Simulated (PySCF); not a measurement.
Isomers of C5H6F4O.

All values: PBE0/pcSseg-1 (PySCF) at GFN2-xTB geometries, gas phase, one conformer each.

Problem. Rank by LUMO energy, lowest first.
A. `[F:1][CH2:2][C@@H:3]1[O:4][C@@H:5]([F:6])[C@H:7]1[CH:8]([F:9])[F:10]` with F1–C2–C3–O4 66°, C5–C7–C8–F9 152°
B. `[CH3:1]/[C:2](=[CH:3]/[CH2:4][F:5])[O:6][C:7]([F:8])([F:9])[F:10]` with C2–C3–C4–F5 -164°, C1–C2–O6–C7 -36°
C. `[CH2:1]=[CH:2][C@:3]([F:4])([O:5][CH3:6])[C:7]([F:8])([F:9])[F:10]` with C1–C2–C3–F4 -20°, C2–C3–O5–C6 -179°
D. `[F:1][CH2:2][C@@H:3]1[CH2:4][O:5][C@H:6]1[C:7]([F:8])([F:9])[F:10]` with F1–C2–C3–C4 170°

Solution. C (-0.51 eV), B (-0.19 eV), D (1.20 eV), A (1.36 eV).

Problem. Rank by HOMO–LUMO gap, lowest first.
A. `[CH3:1]/[C:2](=[CH:3]/[CH2:4][F:5])[O:6][C:7]([F:8])([F:9])[F:10]` with C2–C3–C4–F5 -164°, C1–C2–O6–C7 -36°
B. `[F:1][CH2:2][C@@H:3]1[CH2:4][O:5][C@H:6]1[C:7]([F:8])([F:9])[F:10]` with F1–C2–C3–C4 170°
C. `[CH2:1]=[CH:2][C@:3]([F:4])([O:5][CH3:6])[C:7]([F:8])([F:9])[F:10]` with C1–C2–C3–F4 -20°, C2–C3–O5–C6 -179°
D. `[F:1][CH2:2][C@@H:3]1[O:4][C@@H:5]([F:6])[C@H:7]1[CH:8]([F:9])[F:10]` with F1–C2–C3–O4 66°, C5–C7–C8–F9 152°

Solution. A (7.46 eV), C (7.91 eV), B (9.35 eV), D (10.10 eV).

Problem. Rank by HOMO energy, lowest first.
A. `[CH3:1]/[C:2](=[CH:3]/[CH2:4][F:5])[O:6][C:7]([F:8])([F:9])[F:10]` with C2–C3–C4–F5 -164°, C1–C2–O6–C7 -36°
B. `[F:1][CH2:2][C@@H:3]1[CH2:4][O:5][C@H:6]1[C:7]([F:8])([F:9])[F:10]` with F1–C2–C3–C4 170°
C. `[CH2:1]=[CH:2][C@:3]([F:4])([O:5][CH3:6])[C:7]([F:8])([F:9])[F:10]` with C1–C2–C3–F4 -20°, C2–C3–O5–C6 -179°
D. `[F:1][CH2:2][C@@H:3]1[O:4][C@@H:5]([F:6])[C@H:7]1[CH:8]([F:9])[F:10]` with F1–C2–C3–O4 66°, C5–C7–C8–F9 152°

Solution. D (-8.74 eV), C (-8.41 eV), B (-8.16 eV), A (-7.65 eV).

All values together:

```
                        SMILES  μ (D)  HOMO (eV)  LUMO (eV)  lowest IAO charge (e)  highest IAO charge (e)  lowest Hirshfeld charge (e)  highest Hirshfeld charge (e)
           C/C(=C/CF)OC(F)(F)F   1.98      -7.65      -0.19             -0.447 (C)              +0.948 (C)                   -0.127 (C)                    +0.317 (C)
     FC[C@@H]1CO[C@H]1C(F)(F)F   3.31      -8.16       1.20             -0.410 (O)              +0.797 (C)                   -0.165 (O)                    +0.252 (C)
        C=C[C@](F)(OC)C(F)(F)F   1.16      -8.41      -0.51             -0.361 (O)              +0.769 (C)                   -0.130 (O)                    +0.242 (C)
FC[C@@H]1O[C@@H](F)[C@H]1C(F)F   1.63      -8.74       1.36             -0.403 (O)              +0.449 (C)                   -0.159 (O)                    +0.144 (C)
```

Conformers: `[CH3:1]/[C:2](=[CH:3]/[CH2:4][F:5])[O:6][C:7]([F:8])([F:9])[F:10]` with C2–C3–C4–F5 -164°, C1–C2–O6–C7 -36°; `[F:1][CH2:2][C@@H:3]1[CH2:4][O:5][C@H:6]1[C:7]([F:8])([F:9])[F:10]` with F1–C2–C3–C4 170°; `[CH2:1]=[CH:2][C@:3]([F:4])([O:5][CH3:6])[C:7]([F:8])([F:9])[F:10]` with C1–C2–C3–F4 -20°, C2–C3–O5–C6 -179°; `[F:1][CH2:2][C@@H:3]1[O:4][C@@H:5]([F:6])[C@H:7]1[CH:8]([F:9])[F:10]` with F1–C2–C3–O4 66°, C5–C7–C8–F9 152°.
